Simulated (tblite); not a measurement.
C4H11SSi (doublet state).
Bonds: C1–Si2, Si2–C3, C3–C4, C4–C5, C5–S6. Hydrogens: H7, H8, H9 on C1; H10, H11 on Si2; H12, H13 on C3; H14, H15 on C4; H16 on C5; H17 on S6.

Computed with GFN2-xTB (tblite), gas phase: L-BFGS steps from a force-field or distance-geometry start until the largest atomic force falls under 0.01 eV/Å.

The end geometry, which sets the zero of energy:
```
atom  x, y, z in Å
C1      2.8290   -0.4895   -0.6628
Si2     1.4813    0.5112    0.2204
C3     -0.2313   -0.1546   -0.2825
C4     -1.3855    0.6821    0.3023
C5     -2.7104    0.1501   -0.0861
S6     -3.3998   -1.2133    0.7116
H7      3.8168   -0.1219   -0.4038
H8      2.7270   -0.4251   -1.7425
H9      2.7899   -1.5404   -0.3906
H10     1.6304    0.3895    1.6779
H11     1.5741    1.9284   -0.1554
H12    -0.3493   -1.1887    0.0496
H13    -0.3294   -0.1680   -1.3697
H14    -1.2956    1.7084   -0.0628
H15    -1.2921    0.7003    1.3924
H16    -3.0471    0.2481   -1.1037
H17    -2.8148   -1.0048    1.8957
```

Problem. These geometries come from the run, each turned onto the end geometry. Order them by energy, lowest first.
A.
```
atom  x, y, z in Å
C1      2.8139   -0.5818   -0.5280
Si2     1.4598    0.5975    0.0829
C3     -0.2670   -0.1451   -0.2296
C4     -1.3982    0.7419    0.3146
C5     -2.7432    0.2206   -0.0254
S6     -3.3659   -1.2464    0.6265
H7      3.7872   -0.2192   -0.2138
H8      2.8334   -0.6528   -1.6117
H9      2.6987   -1.5836   -0.1216
H10     1.6141    0.7792    1.5330
H11     1.5899    1.8926   -0.5995
H12    -0.3282   -1.1296    0.2446
H13    -0.4339   -0.3076   -1.2962
H14    -1.3064    1.7467   -0.1029
H15    -1.2722    0.8221    1.4028
H16    -3.5039    0.8607   -0.4301
H17    -2.1849   -1.7832    0.9443
```
B.
```
atom  x, y, z in Å
C1      2.7249   -0.6620   -0.4208
Si2     1.4610    0.7014   -0.0401
C3     -0.2660   -0.1067   -0.1110
C4     -1.3466    0.6916    0.6035
C5     -2.7343    0.1763    0.4593
S6     -3.2066   -1.2866   -0.3022
H7      3.7204   -0.2513   -0.5563
H8      2.4627   -1.2009   -1.3276
H9      2.7741   -1.3883    0.3863
H10     1.7082    1.2802    1.2849
H11     1.5233    1.7662   -1.0503
H12    -0.2238   -1.1148    0.3087
H13    -0.5376   -0.2138   -1.1642
H14    -1.3330    1.7279    0.2382
H15    -1.0955    0.7501    1.6708
H16    -3.5138    0.5837    1.0789
H17    -2.1241   -1.4412   -1.0682
```
C.
```
atom  x, y, z in Å
C1      2.8473   -0.4642   -0.6456
Si2     1.4666    0.5019    0.2217
C3     -0.2273   -0.1901   -0.2952
C4     -1.3870    0.6441    0.2856
C5     -2.7243    0.1484   -0.0961
S6     -3.5528   -1.0438    0.8263
H7      3.8283   -0.0839   -0.3777
H8      2.7743   -0.4001   -1.7276
H9      2.8194   -1.5166   -0.3802
H10     1.6034    0.3601    1.6772
H11     1.5496    1.9127   -0.1738
H12    -0.3311   -1.2282    0.0239
H13    -0.3161   -0.1977   -1.3812
H14    -1.2825    1.6659   -0.0887
H15    -1.2891    0.6693    1.3763
H16    -3.1079    0.2956   -1.0886
H17    -2.6774   -1.0616    1.8339
```
D.
```
atom  x, y, z in Å
C1      2.8399   -0.4720   -0.6745
Si2     1.4835    0.4965    0.2298
C3     -0.2261   -0.1617   -0.2936
C4     -1.3822    0.6641    0.2979
C5     -2.7028    0.1311   -0.1014
S6     -3.4511   -1.1636    0.7536
H7      3.8225   -0.0772   -0.4360
H8      2.7160   -0.4207   -1.7528
H9      2.8288   -1.5218   -0.3969
H10     1.6344    0.3401    1.6846
H11     1.5733    1.9242   -0.1003
H12    -0.3497   -1.1991    0.0230
H13    -0.3220   -0.1637   -1.3804
H14    -1.2929    1.6964   -0.0512
H15    -1.2929    0.6655    1.3876
H16    -3.0122    0.1868   -1.1300
H17    -2.8733   -0.9130    1.9307
```
E.
```
atom  x, y, z in Å
C1      2.6658   -0.6737   -0.4389
Si2     1.4392    0.7038   -0.0639
C3     -0.2293   -0.0736   -0.0183
C4     -1.2633    0.6706    0.7772
C5     -2.6220    0.0148    0.8027
S6     -2.7353   -1.5071   -0.1710
H7      3.6823   -0.3176   -0.6216
H8      2.2671   -1.2149   -1.3311
H9      2.5987   -1.3718    0.4345
H10     1.8133    1.3555    1.2134
H11     1.4401    1.7145   -1.1274
H12    -0.1279   -1.0916    0.4076
H13    -0.5921   -0.1389   -1.0605
H14    -1.3906    1.6635    0.3194
H15    -0.9610    0.8606    1.8347
H16    -3.4495    0.7104    0.5791
H17    -2.5423   -1.2928   -1.5461
```

Solution. D (0.002 eV), C (0.027 eV), A (0.083 eV), B (0.142 eV), E (1.146 eV).

In the order of the answer:

| step | E above end (eV) | largest force (eV/Å) | rms force component (eV/Å) | rms distance from end (Å) | rms bond change (Å) | bond most changed (Å) |
| --- | --- | --- | --- | --- | --- | --- |
| 148 | 0.002 | 0.05 | 0.017 | 0.049 | 0.001 | S6–H17 -0.002 |
| 129 | 0.027 | 0.12 | 0.043 | 0.084 | 0.002 | Si2–C3 -0.004 |
| 106 | 0.083 | 0.07 | 0.023 | 0.467 | 0.002 | C4–H15 +0.004 |
| 35 | 0.142 | 0.08 | 0.022 | 1.083 | 0.006 | C3–C4 -0.019 |
| 0 | 1.146 | 2.38 | 0.615 | 1.157 | 0.038 | C5–S6 +0.087 |

What follows is the cost of the whole relaxation. Hardware: one thread of an Arm Neoverse V1, shared host with 64 logical CPUs at a one-minute load of 30. Cost: 1.2 s wall.
